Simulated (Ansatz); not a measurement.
Reaction (formal hydrolysis of the Si–Si bond): `[SiH3]N[SiH2][SiH2]Cl` + H₂O → `O[SiH2]N[SiH3]` + `[SiH3]Cl`

Computed with Ansatz on PBE0-D4/def2-TZVP structures; ΔE is electronic, products minus reactants. CBS: MP2 limit from def2 TZ/QZ plus the TZ coupled-cluster correction, frozen cores. This one scheme is used for every species. DFT in def2-TZVPP. B3LYP here is the variant with VWN-RPA as its local correlation; programs differ in this. Each species was taken in one conformer, which may not be the lowest.

`[SiH3]N[SiH2][SiH2]Cl`:

```xyz
13

Si    0.422    1.898    0.464
N    -0.444    0.587    1.180
Si   -1.018   -0.860    0.434
Si    0.388   -1.502   -1.331
Cl    2.351   -1.334   -0.705
H     0.597    1.556   -0.971
H     1.750    2.104    1.100
H    -0.332    3.178    0.567
H    -0.657    0.675    2.163
H    -1.030   -1.949    1.450
H    -2.406   -0.750   -0.106
H     0.145   -2.924   -1.689
H     0.234   -0.679   -2.557
```

H₂O:

```xyz
3

O     0.369   -0.081    0.096
H     0.032    0.725   -0.302
H    -0.400   -0.644    0.206
```

`O[SiH2]N[SiH3]`:

```xyz
11

O     0.969    0.077    2.053
Si   -0.426    0.411    1.248
N    -0.578   -0.382   -0.270
Si    0.326   -0.078   -1.712
H     1.147   -0.837    2.279
H    -0.367    1.877    1.066
H    -1.613   -0.013    2.040
H    -1.252   -1.133   -0.305
H     1.258   -1.190   -2.047
H     1.112    1.158   -1.473
H    -0.576    0.113   -2.880
```

`[SiH3]Cl`:

Cartesian coordinates in Å:
```
Si 0.045 -0.077 0.093
Cl -0.670 1.148 -1.393
H 1.518 -0.156 -0.031
H -0.560 -1.418 -0.072
H -0.333 0.503 1.402
```

CCSD(T)/CBS gives -1.14 eV.

Question: Another level gave -0.93 eV. Which?
A. HF/def2-TZVPP
B. SCS-MP2/def2-TZVPP
C. PBE-D4/def2-TZVPP
D. B3LYP-D4/def2-TZVPP

Answer: C. PBE-D4 -0.93, HF/def2-TZVPP -1.49, B3LYP-D4 -1.13, SCS-MP2/def2-TZVPP -1.30 eV.

Largest T1 diagnostic among the species: 0.011.

The D4 term adds +0.15 eV with B3LYP and +0.09 eV with PBE0; it sums over pairs of atoms, weighted by their polarisabilities, and B3LYP, whose exchange is more repulsive, gets the larger term. In def2-TZVPP, CCSD(T) changes the Hartree–Fock value by +0.30 eV (the triples alone add +0.04 eV) and MP2 by +0.25 eV. From PBE to PBE0 (25 % exact exchange), in def2-TZVPP and without D4, ΔE moves by −0.05 eV.
